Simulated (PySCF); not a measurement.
sulfur difluoride cation (F2S), SMILES FSF (connectivity only; charge and spin as stated), charge +1, multiplicity 2. Atoms are numbered in the order given.

```xyz
3

F      0.0000    -1.1796    -0.4490
S      0.0000     0.0000     0.5052
F      0.0000     1.1796    -0.4490
```
Charge +1, spin multiplicity 2.

Geometry: B3LYP-D3(BJ)/def2-TZVP. The multiplicity is an assumed one; other spin states were not compared.

All values below come from PBE0/pcH-1 run with PySCF.

Unrestricted Kohn–Sham, ⟨S²⟩ = 0.754. Hyperfine tensors hold the contact and dipolar terms, without spin-orbit corrections.

Q: Estimate the hyperfine couplings. (Estimate from the structure and the level; the computed values follow.)

A: 
```csv
nucleus,A(iso) (MHz),A(iso) (G),dipolar principal values (MHz)
19F no. 1,131.7,47.0,"-276.0, -263.7, 539.7"
33S no. 2,40.6,14.5,"-99.1, -90.4, 189.4"
19F no. 3,131.7,47.0,"-276.0, -263.7, 539.7"
```

Q: And the g tensor (effective nuclear charges for spin-orbit coupling, GIAO)? (The exact figures need the calculation; the answer reports its results.)

A: principal values 2.0012, 2.0018, 2.0103; isotropic 2.0044.
